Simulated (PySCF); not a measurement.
## Indirect couplings

Cartesian coordinates in Å; atom numbers follow the order of the lines, from 1:
```xyz
18

C    -2.280    0.940   -0.453
C    -1.194   -0.065   -0.090
C    -0.114   -0.274   -1.144
B     1.071   -1.309   -0.659
O     1.721   -0.859    0.611
C     2.469    0.278    0.525
H    -3.040    1.059    0.341
H    -1.847    1.937   -0.648
H    -2.810    0.639   -1.375
H    -0.704    0.243    0.852
H    -1.658   -1.043    0.139
H    -0.577   -0.661   -2.076
H     0.302    0.719   -1.421
H     0.558   -2.430   -0.431
H     1.938   -1.417   -1.575
H     3.022    0.460    1.473
H     1.875    1.206    0.333
H     3.229    0.242   -0.294
```

Total charge -1.

Indirect spin–spin couplings were computed at B3LYP/pcJ-1 (spin–dipole term only in couplings to heteroatoms) (PySCF 2.14.0 with density-fitted response routines) on a PBE0-D3(BJ)/def2-SVP structure, for the isolated molecule, without vibrational or relativistic corrections. Couplings are averaged over pairs made equivalent by symmetry, fast rotation or ring inversion, so a value needn't be that of the named pair in this geometry, while other rotamers aren't included; one pair stands for each set, and the list holds a selection of those of at least 0.8 Hz over up to four bonds, among pairs with at least one C or B or H atom (others weren't computed).

Isotopes: 13C, 1H, 11B, 17O. Couplings to quadrupolar nuclei such as 17O and 33S are rarely resolved in practice.

```json
{"pair": "C1, C2", "bonds": "1", "J (Hz)": "?"}
{"pair": "C1, H7", "bonds": "1", "J (Hz)": "?"}
{"pair": "C2, C3", "bonds": "1", "J (Hz)": "33.2"}
{"pair": "C2, H10", "bonds": "1", "J (Hz)": "?"}
{"pair": "C3, B4", "bonds": "1", "J (Hz)": "?"}
{"pair": "C3, H12", "bonds": "1", "J (Hz)": "116.3"}
{"pair": "B4, O5", "bonds": "1", "J (Hz)": "3.1"}
{"pair": "B4, H14", "bonds": "1", "J (Hz)": "95.3"}
{"pair": "O5, C6", "bonds": "1", "J (Hz)": "25.6"}
{"pair": "C6, H16", "bonds": "1", "J (Hz)": "134.7"}
{"pair": "C1, C3", "bonds": "2", "J (Hz)": "?"}
{"pair": "C1, H10", "bonds": "2", "J (Hz)": "-1.3"}
{"pair": "C2, H7", "bonds": "2", "J (Hz)": "-3.3"}
{"pair": "C3, O5", "bonds": "2", "J (Hz)": "-1.1"}
{"pair": "C3, H10", "bonds": "2", "J (Hz)": "?"}
{"pair": "B4, C6", "bonds": "2", "J (Hz)": "-1.4"}
{"pair": "B4, H12", "bonds": "2", "J (Hz)": "?"}
{"pair": "O5, H16", "bonds": "2", "J (Hz)": "-6.7"}
{"pair": "H12, H13", "bonds": "2", "J (Hz)": "-13.2"}
{"pair": "H16, H17", "bonds": "2", "J (Hz)": "-10.0"}
{"pair": "C1, B4", "bonds": "3", "J (Hz)": "6.1"}
{"pair": "B4, H10", "bonds": "3", "J (Hz)": "?"}
{"pair": "B4, H16", "bonds": "3", "J (Hz)": "3.7"}
{"pair": "O5, H12", "bonds": "3", "J (Hz)": "-2.0"}
{"pair": "C6, H14", "bonds": "3", "J (Hz)": "9.9"}
{"pair": "H10, H13", "bonds": "3", "J (Hz)": "4.0"}
```

Estimate the withheld couplings, with signs.

Answers


- 1J(C1,C2) = 35.5 Hz (bond length 1.525 Å)
- 1J(C1,H7) = 126.4 Hz (bond length 1.106 Å, sp3 carbon)
- 1J(C2,H10) = 128.8 Hz (bond length 1.106 Å, sp3 carbon)
- 1J(C3,B4) = 46.0 Hz (bond length 1.647 Å)
- 2J(C1,C3) = -3.4 Hz (angle at C2 116°)
- 2J(C3,H10) = -2.3 Hz (angle at C2 108°)
- 2J(B4,H12) = -4.2 Hz (mean over equivalent pairs that range from -5.0 to -3.4 Hz in this conformer)
- 3J(B4,H10) = 1.7 Hz (dihedral angle 54°)
